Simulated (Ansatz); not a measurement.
A run of Ansatz (development build ahead of 0.2.0) on singlet Li4(2+) at this shape:

```yaml
atoms:
  - { symbol: Li, position_ang: [1.1667, 1.1667, 1.1667] }
  - { symbol: Li, position_ang: [1.1667, -1.1667, -1.1667] }
  - { symbol: Li, position_ang: [-1.1667, 1.1667, -1.1667] }
  - { symbol: Li, position_ang: [-1.1667, -1.1667, 1.1667] }
```

Its results:

```json
{"Converged": "yes", "Total energy": "-29.31115 hartree"}
```

Forces (eV/Å):
| atom | Fx | Fy | Fz |
| --- | --- | --- | --- |
| Li1 | 0.170 | 0.170 | 0.170 |
| Li2 | 0.170 | -0.170 | -0.170 |
| Li3 | -0.170 | 0.170 | -0.170 |
| Li4 | -0.170 | -0.170 | 0.170 |

Which input gives this output? Name the method, the orbitals and the basis set, and write the input.

RHF in def2-SVP. An unrestricted run that stays on the closed shell gives the same numbers.

```yaml
crystal:
  periodic: [false, false, false]
  atoms:
    - { symbol: Li, position_ang: [1.16673, 1.16673, 1.16673] }
    - { symbol: Li, position_ang: [1.16673, -1.16673, -1.16673] }
    - { symbol: Li, position_ang: [-1.16673, 1.16673, -1.16673] }
    - { symbol: Li, position_ang: [-1.16673, -1.16673, 1.16673] }
basis:
  gaussian: { orbitals: def2-SVP }
total_charge: 2
hamiltonian:
  xc: hf
output:
  forces: true
```

Caution: no unrestricted run beside it, a lower state can exist; other spin multiplicities were not run.
